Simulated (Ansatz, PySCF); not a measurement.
Complex: CH5N (SMILES CN) (first 7 atoms) with CH4S (SMILES CS); geometry from B3LYP-D3(BJ)/def2-TZVP, rigid monomers moved along the line of their centres of mass till N2···H13 is 2.48 Å.
(charge 0, multiplicity 1):
```xyz
13

C      0.41790     0.39043     0.46302
N     -0.36245    -0.81726     0.73830
H      1.42491     0.26215     0.86161
H     -0.03482     1.23312     0.98713
H      0.50299     0.64915    -0.59934
H      0.06953    -1.63557     0.32694
H     -1.29530    -0.74311     0.35045
C      1.16241     0.11039     4.60626
S     -0.64502    -0.07192     4.45245
H      1.55048     0.82856     3.88601
H      1.35937     0.48155     5.61056
H      1.66517    -0.84711     4.48318
H     -0.63848    -0.56661     3.19119
```

Monomers are frozen at their geometry in the pair; levels with a basis set take the counterpoise correction.

Cores are frozen in the correlated methods.

Run with Ansatz (Gaussian basis) for Hartree–Fock, density functionals and correlated methods; PySCF for the dispersion terms. Values without a source in brackets are computed.

PBE/def2-TZVPPD gives -2.91 kcal/mol for the interaction energy.

Predict the shift from PBE, with its sign, for: PBE-D3(BJ)/def2-TZVPPD, r2SCAN/def2-TZVPPD, PBE0/def2-TZVPPD, wB97M-V/def2-TZVPPD, MP2/aug-cc-pV(D+d)Z, CCSD(T)/aug-cc-pV(D+d)Z.

PBE-D3(BJ)/def2-TZVPPD -1.18; r2SCAN/def2-TZVPPD -0.12; PBE0/def2-TZVPPD 0.20; wB97M-V/def2-TZVPPD -0.42; MP2/aug-cc-pV(D+d)Z -0.46; CCSD(T)/aug-cc-pV(D+d)Z -0.22 kcal/mol. 1 of 6 lie above PBE; the widest gap is to PBE-D3(BJ)/def2-TZVPPD.

Ansatz is an electronic-structure program.
